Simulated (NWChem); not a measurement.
A series in which one site is exchanged, each optimised at PBE0/def2-SVP with NWChem, gas phase unless a solvent is named. All stand in one matching conformer (torsions within 35°), which need not be the lowest. For some, no frequency run checked for a minimum. def2 effective core potentials on Te; no spin-orbit coupling.

A: [Be]([F])[O][SiH3] (BeSiH3OF; site = Be)
B: F[Te]O[SiH3] (SiH$_{3}$TeOF; site = Te)
C: [F][Zn][O][SiH3] (ZnSiH3OF; site = Zn)

Values for A:

* **dipole (D), PBE0/def2-SVP**: 1.27
* **orbital gap (eV), PBE0/def2-SVP**: 8.63
* **vertical ionisation energy, ΔSCF, CAM-B3LYP/def2-SVP (eV)**: 11.51
* **static polarisability, CAM-B3LYP/def2-SVPD (bohr³)**: 42.5
* **lowest singlet excitation, CAM-B3LYP/def2-SVPD, TDA (eV)**: 7.33

**Question.** How do these values change for the other members?

**Answer.** 
```json
[
 {"change from A": "dipole (D), PBE0/def2-SVP", "B": "+1.07", "C": "-0.77"},
 {"change from A": "orbital gap (eV), PBE0/def2-SVP", "B": "-4.52", "C": "-1.70"},
 {"change from A": "vertical ionisation energy, ΔSCF, CAM-B3LYP/def2-SVP (eV)", "B": "-2.71", "C": "-0.72"},
 {"change from A": "static polarisability, CAM-B3LYP/def2-SVPD (bohr³)", "B": "+26.4", "C": "+7.3"},
 {"change from A": "lowest singlet excitation, CAM-B3LYP/def2-SVPD, TDA (eV)", "B": "-4.87", "C": "-1.56"}
]
```
